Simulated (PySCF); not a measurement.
**Dipole polarisabilities along group 15, charge +2**

Calculated with PySCF 2.14 for the ground configurations, without spin-orbit coupling: coupled response for Hartree-Fock and DFT. Mean α in bohr³, C₆ of like pairs in atomic units.

| species | α UHF | α PBE | α PBE0 | C₆ UHF | C₆ PBE | C₆ PBE0 |
| --- | --- | --- | --- | --- | --- | --- |
| N²⁺ [He] 2s2 2p1 (x2c-QZVPPall with one added diffuse shell each of s, p, d, f type, spin-free X2C) | 2.705 | 2.579 | 2.593 | 3.826 | 3.657 | 3.675 |
| P²⁺ [Ne] 3s2 3p1 (x2c-QZVPPall with one added diffuse shell each of s, p, d, f type, spin-free X2C) | 9.521 | 9.152 | 9.221 | 34.93 | 32.96 | 33.33 |
| As²⁺ [Ar] 3d10 4s2 4p1 (x2c-QZVPPall with one added diffuse shell each of s, p, d, f type, spin-free X2C) | 10.86 | 10.11 | 10.26 | 48.85 | 44.58 | 45.42 |
| Sb²⁺ [Kr] 4d10 5s2 5p1 (x2c-QZVPPall with one added diffuse shell each of s, p, d, f type, spin-free X2C) | 16.94 | 15.58 | 15.82 | 108.6 | 98.00 | 99.85 |
